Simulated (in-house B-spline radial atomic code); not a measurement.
## OEP/ALDAx excitations of Si III (Si2+)

Method: OEP/ALDAx. Computed with an all-electron radial atomic-structure program (B-spline basis): linear response of the closed shell [Ne] 3s2 with the adiabatic LDA exchange kernel on the exchange-only optimised effective potential; non-relativistic, point nucleus, no spin-orbit coupling, no double excitations, S, P, D and F terms only.

Command:
```bash
python run_td.py task.json out
```
Settings (radii: box in bohr, nucleus in fm):
```
Z                        14
electrons                12
configuration            [Ne] 3s2
hamiltonian              nr
method                   oep
box_radius               29.48
intervals                73
```

Run time, properties included: 0.3 s on 1 thread of Arm Neoverse V1 (shared host).

The lowest states, in the order of their Tamm-Dancoff energies; the method's threshold (minus the highest occupied level) is 32.17 eV. Labels give the largest channel, * marks a mixed state, and oscillator strengths are full-response dipole values. Semilocal kernels can invert the small singlet-triplet splittings of Rydberg terms. Energies in eV:

```tsv
state	full response	Tamm-Dancoff	oscillator strength
3s → 3p 3P	?	?	-
3s → 3p 1P	10.331	10.840	1.64
3s → 3d 3D	15.889	15.975	-
3s → 3d 1D	17.570	17.578	-
3s → 4s 3S	17.792	17.810	-
3s → 4s 1S	18.786	18.809	-
3s → 4p 3P	20.282	20.301	-
3s → 4p 1P	20.835	20.884	0.0105
3s → 4d 3D	23.579	23.595	-
3s → 4d 1D	23.978	23.980	-
3s → 4f 3F	?	?	-
3s → 4f 1F	24.261	24.263	-
3s → 5s 3S	24.281	24.286	-
3s → 5s 1S	24.600	24.608	-
3s → 5p 3P	25.337	25.342	-
3s → 5p 1P	25.521	25.534	0.0118
```

Where does 3s → 4f 3F lie?

At 24.138 eV in full response, 24.145 eV in Tamm-Dancoff.

Where does 3s → 3p 3P lie?

At 5.627 eV in full response, 5.956 eV in Tamm-Dancoff.

How large is the singlet-triplet splitting of 3s → 3p (P terms) in Tamm-Dancoff?

4.88 eV, from the unrounded values.

What polarisabilities and dispersion coefficient does the method give?

Dipole 11.66 bohr³, quadrupole 38.53 bohr⁵, C6 40.25 hartree·bohr⁶ for two such species.
